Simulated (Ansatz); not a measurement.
`F[SiH2][SbH2]` + HCl → `Cl[SiH2][SbH2]` + H–F at 500 K and 1 bar (ligand exchange at the Si–F bond).

Program: Ansatz. Geometries: PBE0-D4/def2-TZVP. ΔE: electronic, gas phase. CCSD(T)/CBS adds triple-zeta CCSD(T) − MP2 to the extrapolated MP2 energy (def2 sets, frozen cores). This one scheme is used for every species. def2 core potentials past Kr. For Sb outer-core shells are correlated without core-valence functions, which leaves a few kJ/mol of doubt a bond.

```json
{"species": "`F[SiH2][SbH2]`", "CCSD(T)/CBS energy (Eh)": "-631.33896", "H − E (kJ/mol)": "124.7", "S (J/(mol·K))": "378.2"}
{"species": "HCl", "CCSD(T)/CBS energy (Eh)": "-460.38127", "H − E (kJ/mol)": "32.5", "S (J/(mol·K))": "201.9"}
{"species": "`Cl[SiH2][SbH2]`", "CCSD(T)/CBS energy (Eh)": "-991.31414", "H − E (kJ/mol)": "123.2", "S (J/(mol·K))": "390.1"}
{"species": "H–F", "CCSD(T)/CBS energy (Eh)": "-100.39570", "H − E (kJ/mol)": "39.4", "S (J/(mol·K))": "188.7"}
```

H − E and S are ideal-gas, rigid-rotor, harmonic terms from PBE0-D4/def2-TZVP, for one conformer and one mirror image of each species. 1 Eh = 2625.50 kJ/mol, R = 8.31446 J/(mol·K).

Task: By hand: ΔE, ΔH, ΔS and ΔG.

Result: ΔE = (-991.31414) + (-100.39570) − (-631.33896) − (-460.38127) = 0.01039 Eh = 27.3 kJ/mol. Δ(H − E) = 123.2 + 39.4 − 124.7 − 32.5 = 5.4, so ΔH = 32.7 kJ/mol. ΔS = 390.1 + 188.7 − 378.2 − 201.9 = -1.3 J/(mol·K). ΔG = 32.7 − 500 × (-1.3)/1000 = 33.4 kJ/mol.

Task: By hand: the equilibrium constant, and the temperature at which ΔG would vanish if ΔH and ΔS stayed fixed.

Result: log₁₀ K = −ΔG/(RT ln 10) = -3.5. ΔH and −TΔS have one sign here, so there is no such temperature.

The number of gas molecules stays the same, so ΔS is small and ΔH decides. A doubt of 5 kJ/mol in ΔE shifts log₁₀ K by 0.5 here. Other conformers and mirror images would add mixing entropy, several J/(mol·K) or more a flexible species. These are equilibria of isolated gas molecules and say nothing of rates. Largest T1 diagnostic: 0.013 (customary marks: 0.02 for closed shells, 0.045 for open ones).

ΔS is within the doubt of such terms, so its sign, and with it that verdict, could turn.
